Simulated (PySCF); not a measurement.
How methods differ on the ionisation energy of Pt⁷⁷⁺

Pt⁷⁷⁺ 1s1 (2S) → Pt⁷⁸⁺ (bare nucleus), as a difference of total energies. Computed with PySCF 2.14 in an uncontracted even-tempered set (16 s from 240 bohr⁻², ratio 2.2; 7 p from 360 bohr⁻², ratio 2.4; 4 d from 1100 bohr⁻², ratio 2.4; 3 f from 1600 bohr⁻², ratio 2.4; 3 g from 2400 bohr⁻², ratio 2.4), with scalar relativity by spin-free X2C-1e. The calculations carry no spin-orbit coupling.

```json
{"method": "UHF", "ionisation energy (eV)": "90809.6"}
{"method": "LDA", "ionisation energy (eV)": "90706.7"}
{"method": "PBE", "ionisation energy (eV)": "90817.2"}
{"method": "PBE0", "ionisation energy (eV)": "90815.3"}
{"method": "r2SCAN", "ionisation energy (eV)": "90821.2"}
{"method": "PW91", "ionisation energy (eV)": "90819.8"}
{"method": "r2SCAN0", "ionisation energy (eV)": "90818.3"}
```

For one electron Hartree-Fock is exact for this Hamiltonian up to the basis; QED and nuclear recoil make up the gap, and the density functionals add self-interaction.

For comparison: 90659.84 ± 0.17 eV (theoretical estimate listed by NIST; NIST Atomic Spectra Database, ionization energies).
